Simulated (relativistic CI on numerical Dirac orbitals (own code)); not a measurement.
Transition arrays of Ba17+

Computed by Dirac-Coulomb-Breit CI, KLI orbitals optimised for each configuration, a model potential for QED, valence Slater integrals scaled by 0.9, whole transition arrays (own radial code, finite nucleus).

Configurations in the expansion (outside the closed core [Ar] 3d10 4s2): 4p⁶4d³, 4p⁶4d²4f, 4p⁵4d⁴, 4p⁶4d²5p, 4p⁶4d²5f. Levels of other configurations are missing.

All E1 lines from the levels of 4p⁶4d³; mean and standard deviation are weighted by gf, and upper levels are sorted by their leading configuration.

```
Upper configuration  Lines    Σgf  Mean (eV)  Mean (nm)  σ (eV)  Strongest line (nm)
           4p⁶4d²4f    442  265.4     128.43      9.654    3.42                9.597
             4p⁵4d⁴   1997  529.7     128.26      9.666    6.81                9.444
           4p⁶4d²5p    466   38.7     164.85      7.521    2.70                7.486
           4p⁶4d²5f    721   32.4     247.74      5.005    2.57                5.008
```

Σgf per state of the lower configuration in bins of 0.2 nm over the central range (centre: value): 4.9: 0.13, 5.1: 0.14, 7.3: 0.04, 7.5: 0.22, 7.7: 0.05, 9.1: 0.10, 9.3: 0.35, 9.5: 2.89, 9.7: 2.68, 9.9: 0.23, 10.1: 0.04.

Task: How do configuration mixing and the scaling of the Slater integrals move the arrays?

Result: Slater scale 0.9, no configuration mixing: 4p⁶4d²4f 118.4 ± 4.8 eV (Σgf 285.8), 4p⁵4d⁴ 118.8 ± 9.9 eV (Σgf 438.8), 4p⁶4d²5p 165.0 ± 2.6 eV (Σgf 46.0), 4p⁶4d²5f 247.6 ± 2.6 eV (Σgf 39.6); Slater scale 1: 4p⁶4d²4f 130.2 ± 3.7 eV (Σgf 222.7), 4p⁵4d⁴ 130.9 ± 6.5 eV (Σgf 588.7), 4p⁶4d²5p 164.8 ± 2.9 eV (Σgf 37.5), 4p⁶4d²5f 247.8 ± 2.8 eV (Σgf 31.9); Slater scale 0.8: 4p⁶4d²4f 126.1 ± 3.5 eV (Σgf 264.1), 4p⁵4d⁴ 125.8 ± 6.9 eV (Σgf 514.9), 4p⁶4d²5p 164.8 ± 2.5 eV (Σgf 39.9), 4p⁶4d²5f 247.7 ± 2.4 eV (Σgf 32.9). With mixing, levels are counted to their leading configuration, so an array can shrink or vanish into another, and the sums then hold other lines.
